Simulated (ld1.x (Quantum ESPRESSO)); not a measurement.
Tc (Z = 43): one change to a TM potential, before and after

ld1.x (Quantum ESPRESSO) 7.5 input, shortened:

```
&input
   title='Tc', zed=43., rel=1, dft='REVPBE', iswitch=3,
   config='[Kr] 4d5 5s1.5 5p0'
 /
 &inputp
   pseudotype=2, tm=.true., lloc=0,
   nlcc=.true., rcore=1.45
 /
3
5P  2  1   0.00   0.00  2.50  2.50  0.0
4D  3  2   5.00   0.00  1.50  1.50  0.0
5S  1  0   1.50   0.00  2.55  2.55  0.0
 &test
   configts(1)='4d5 5s1.5 5p0'
 /
```

Change: all radii but the core radius scaled by about 1.19 (s 3.04, p 2.98, d 1.80 bohr).

Cutoffs: the cutoffs (Ry, on a coarse ladder) from which the occupation-weighted sum of valence levels, in a spherical-Bessel basis at the reference potential, stays within 10 and 1 mRy of its value at 400 Ry; they do not see the model core or the augmentation charge, which bear on the density cutoff. Errors are all-electron minus pseudo energies relative to the spin-unpolarised reference configuration.

Q: What does the change do?

A: The potential gets softer (50 Ry and 60 Ry → 45 Ry and 55 Ry); of the 7 tests that both files solve, the error grows in 1 and shrinks in 1 by more than 15 % and 0.3 meV (median size 25.8 → 22.9 meV); neither file shows a bound ghost. A larger radius leaves more room for a smooth pseudo-wave, so fewer plane waves are needed.

```tsv
quantity	base	changed
cutoff, loose	50 Ry	45 Ry
cutoff, tight	60 Ry	55 Ry
bound ghosts	none	none
error for 4d5 5s2 5p0, meV [ΔE -3.24 eV]	-0.9	-0.5
error for 4d5 5s1 5p0, meV [ΔE 4.82 eV]	-3.3	-2.9
error for 4d5 5s0 5p0, meV [ΔE 19.52 eV]	-38	-38
error for 4d5 5s0 5p2, meV [ΔE 4.42 eV]	-7.4	-14
error for 4d4 5s2 5p0, meV [ΔE 8.36 eV]	-167	-143
error for 4d5.5 5s1.5 5p0, meV [ΔE -3.89 eV]	-26	-23
error for 4d6 5s0 5p0, meV [ΔE 2.77 eV]	-183	-163
```
